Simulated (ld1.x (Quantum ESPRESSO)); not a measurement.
**What one change does to a pseudopotential (H, TM)**

```
Element                 : hydrogen
Generator               : ld1.x (Quantum ESPRESSO) 7.5
Type                    : norm-conserving Troullier–Martins (Kleinman–Bylander form)
Functional              : PBE
Relativity              : scalar-relativistic
Frozen core             : none
Valence charge          : 1
Reference configuration : 1s1
Partial waves           : 2p channel at 0.1 Ry: rc 0.90 bohr; 1s (bound): rc 0.95 bohr
Local potential         : the s channel
Core correction         : none
```

Change: all radii scaled by about 1.16 (s 1.10, p 1.04 bohr).

Cutoffs: the cutoffs (Ry, on a coarse ladder) from which the occupation-weighted sum of valence levels, in a spherical-Bessel basis at the reference potential, stays within 10 and 1 mRy of its value at 400 Ry; they do not see the model core or the augmentation charge, which bear on the density cutoff. Errors are all-electron minus pseudo energies relative to the spin-unpolarised reference configuration.

Q: What does the change do?

A: The potential gets softer (30 Ry and 50 Ry → 25 Ry and 40 Ry); neither file shows a bound ghost. A larger radius leaves more room for a smooth pseudo-wave, so fewer plane waves are needed.

| quantity | base | changed |
| --- | --- | --- |
| cutoff, loose | 30 Ry | 25 Ry |
| cutoff, tight | 50 Ry | 40 Ry |
| bound ghosts | none | none |
| error for 1s0.5, meV [ΔE 4.76 eV] | +0.4 | +0.8 |
